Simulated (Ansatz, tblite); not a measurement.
Cost and result up the ladder for the cluster Sn4Ge⁻ (the lowest doublet isomer of a short search) (5 atoms). Charge -1, multiplicity 2. Geometry: r2SCAN-D4/def2-SVPD.

```xyz
5

Ge   -0.103   -0.803    1.229
Sn    0.249   -2.018   -1.082
Sn    1.643    0.592   -0.573
Sn   -1.514    0.409   -0.958
Sn   -0.274    1.821    1.384
```

Ansatz on 4 threads of Arm Neoverse V2 on a shared host; xTB runs through tblite on one thread. Times are rough, summed over both states, and most runs start from the orbitals of an earlier one. PBE0-D4/def2-TZVPD serves as the yardstick here, not as an exact answer. The other state is a triplet.

In the def2 sets Sn takes a core potential; there is no spin–orbit coupling. The xTB rows come from tblite. The structure comes from a short search, and lower isomers may exist.

Raw xTB energies of ions are shifted by several eV, and xTB has no spin-polarisation term.

| level | functions | vertical IE (eV) | difference from PBE0-D4/def2-TZVPD (eV) |
| --- | --- | --- | --- |
| r2SCAN-D4/def2-TZVPD | 278 | 2.95 | -0.02 |
| PBE-D4/def2-TZVPD | 278 | 2.88 | -0.09 |
| GFN2-xTB | 45 | 6.70 | 3.73 |
| PBE0-D4/def2-TZVPD (with forces) | 278 | 2.97 | 0.00 |

(1) Estimate how long each takes.

## Answers

(1) GFN2-xTB 0.019 s; PBE-D4/def2-TZVPD 41 s; PBE0-D4/def2-TZVPD (with forces) 89 s; r2SCAN-D4/def2-TZVPD 99 s. On shared hardware such times vary by a factor of up to 3.
